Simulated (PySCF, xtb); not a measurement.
H3Si, SMILES [SiH3+], charge +1.

GFN2-xTB (xtb) at its own geometry gives an orbital gap of 4.04 eV.

Coordinates come from a PBE0-D3(BJ)/def2-TZVPD optimisation.

Question: What does r2SCAN/def2-TZVPD (PySCF) give? (An estimate is asked for; the answer gives what the named calculation found.)

Answer: gap 5.79 eV (levels -16.67 and -10.89 eV).
